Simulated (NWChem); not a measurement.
Correlation energy of CF (+1)

```
C
F 1 1.1535
```
Charge +1, spin multiplicity 1.

All runs are NWChem calculations. Structure: optimised with PBE0/def2-SVP, a minimum by its harmonic frequencies.

Basis set: def2-TZVP. Each correlation energy counts from its own Hartree-Fock reference.

```tsv
method	correlation energy (mHa)	difference from CCSD(T)
MP2	-346.1	+26.4
SCS-MP2	-340.9	+31.6
CR-CCSD[T]	-371.7	+0.8
CR-CCSD(T)	-370.2	+2.3
CCSD	-358.4	+14.1
CCSD+T(CCSD)	-374.3	-1.8
CCSD(T)	-372.5	0.0
```

The values span 33.4 mHa, from CCSD+T(CCSD) (lowest) to SCS-MP2 (highest). 

The correlated methods keep 2 core orbitals frozen. The structure started from a generated list of species. Differences from the coupled-cluster row are differences between methods, not errors against experiment.
